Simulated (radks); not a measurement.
Species: Te II. Configuration: [Kr] 4d10 5s2 5p3. All-electron calculation, Dirac Kohn-Sham, PBEsol, spin-unpolarised, spherical densities, finite nucleus; open shells fill j = l - 1/2 first; Fermi nuclear charge, rms radius 4.7423 fm. Program: a radial shooting solver on a logarithmic mesh with Libxc functionals. Some entries of the table are withheld. Estimate them.

| orbital | occ. | eigenvalue (eV) | r(max) (bohr) |
|---|---|---|---|
| 1s1/2 | 2 | -31597.33 | 0.01794 |
| 2s1/2 | 2 | -4851.677 | 0.1015 |
| 2p1/2 | 2 | -4547.029 | 0.07796 |
| 2p3/2 | 4 | -4272.756 | 0.08266 |
| 3s1/2 | 2 | -972.3419 | 0.2930 |
| 3p1/2 | 2 | -847.0148 | 0.2793 |
| 3p3/2 | 4 | -795.9017 | 0.2899 |
| 3d3/2 | 4 | (1) | (2) |
| 3d5/2 | 6 | (3) | (4) |
| 4s1/2 | 2 | -172.7632 | 0.7012 |
| 4p1/2 | 2 | -129.6737 | (5) |
| 4p3/2 | 4 | -119.9310 | (6) |
| 4d3/2 | 4 | -51.1830 | 0.8061 |
| 4d5/2 | 6 | -49.7114 | 0.8150 |
| 5s1/2 | 2 | -23.3131 | 1.777 |
| 5p1/2 | 2 | (7) | 2.051 |
| 5p3/2 | 1 | (8) | 2.135 |

Answer. 
(1) 3d3/2 eigenvalue (eV): -574.5606
(2) 3d3/2 r(max) (bohr): 0.2360
(3) 3d5/2 eigenvalue (eV): -563.8678
(4) 3d5/2 r(max) (bohr): 0.2391
(5) 4p1/2 r(max) (bohr): 0.7215
(6) 4p3/2 r(max) (bohr): 0.7460
(7) 5p1/2 eigenvalue (eV): -14.2166
(8) 5p3/2 eigenvalue (eV): -13.2835
